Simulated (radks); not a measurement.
The molybdenum ion Mo5+, 37 electrons, occupied as [Kr] 4d1. Method: scalar-relativistic Kohn-Sham, BLYP, spin-polarised, spherical densities, point nucleus; open shells are filled with parallel spins first (spin-orbit coupling, left out, can overturn this in heavy ions); computed with a radial shooting solver on a logarithmic mesh with Libxc functionals. Some entries of the table are withheld. Estimate them.

orbital  occ.  eigenvalue (hartree)  <1/r> (bohr^-1)  <r> (bohr)
1s down     1             -731.0556            43.55     0.03517
1s up       1             -731.0555            43.55     0.03517
2s up       1             -105.3786            9.805      0.1537
2s down     1             -105.3725            9.805      0.1537
2p up       3             -94.47751            9.533      0.1339
2p down     3             -94.47295            9.534      0.1339
3s up       1             -19.94346            3.367      0.4288
3s down     1             -19.94015            3.367      0.4288
3p up       3             -16.37299            3.203      0.4304
3p down     3             -16.36926            3.203      0.4304
3d up       5             -10.56578            2.972      0.4146
3d down     5             -10.56003            2.972      0.4146
4s up       1              -4.69310            1.267       1.077
4s down     1              -4.65981            1.270       1.075
4p up       3              -3.69977            1.143       1.175
4p down     3              -3.66394            1.146       1.173
4d up       1              -2.24759              (1)       1.450
4d down     0              -2.21080              (2)       1.455

Answer. 
(1) 4d up <1/r> (bohr^-1): 0.9018
(2) 4d down <1/r> (bohr^-1): 0.9006
